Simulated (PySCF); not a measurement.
Start geometry of `C=CB(P)I` from GFN2-xTB (Å):
```
atom  x, y, z in Å
C1    -1.461    0.618   -1.105
C2    -0.571   -0.201   -0.627
B3     0.165   -0.047    0.704
P4     1.675   -1.159    1.103
I5    -0.520    1.251    2.217
H6    -1.950    0.507   -2.075
H7    -1.787    1.515   -0.560
H8    -0.275   -1.039   -1.254
H9     2.517   -0.253    1.693
H10    2.259   -1.212   -0.118
```

Question: What comes out of this run: PySCF, PBE0-D3(BJ)/def2-SVP geometry optimisation, gas phase, def2 core potentials past Kr?

Answer: 
```
atom  x, y, z in Å
C1    -1.3321    0.7759   -0.9928
C2    -0.3791   -0.0576   -0.5429
B3     0.3771    0.0929    0.7961
P4     1.8265   -1.0443    1.2428
I5    -0.3166    1.4421    2.3163
H6    -1.7978    0.6550   -1.9764
H7    -1.6763    1.6213   -0.3870
H8    -0.0741   -0.8785   -1.2061
H9     2.6981   -0.1364    1.8996
H10    2.4911   -1.0957   -0.0159
```

The energy falls by 4.2 kcal/mol over 6 energy and gradient evaluations, the largest force component goes from 0.0417 to 3.1e-04 Eh/bohr, and the atoms move by 0.062 Å rms after alignment. The bond that changes most is P4–H10 (three-coordinate phosphorus to P–H hydrogen), which lengthens by 0.070 Å. Bonds longer at the end by more than 0.005 Å: 6 of 9; shorter: 1. Among the angles that change most is H6–C1–H7, from 113.0° to 116.6°. Rotational constants go from 2417, 1382, 885.4 to 2374, 1371, 874.4 MHz. The orientation of the end geometry is arbitrary; only internal coordinates are fixed.

The run used 111 basis functions and 46 SCF cycles in all.

No PBE0-D3(BJ)/def2-SVP frequencies stand behind this structure, so it isn't proved a minimum. One conformer, not necessarily the lowest.
